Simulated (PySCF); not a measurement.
Potential energy surface of BeF₂, singlet: symmetric bend, bond length relaxed. Scanned: F-Be-F angle. Other coordinates (Be-F bond length) were minimised at PBE0/def2-TZVP.

Level of theory: CCSD(T) on RHF/cc-pVTZ, 2 core orbitals frozen (PySCF).

Scanned values (°): 180, 170, 160, 150, 140, 130, 120, 110, 100, 90.

Q: Locate the minima and the barriers on this grid.

A: Lower than their neighbours: 180° (0.0 kcal/mol, end of the scan). Higher than their neighbours: 90° (67.8 kcal/mol, end of the scan). The whole profile spans 67.8 kcal/mol.

The scan ran from 180.0 to 80.0; beyond the range shown the relaxed coordinates jump or full CI changes its symmetry label.
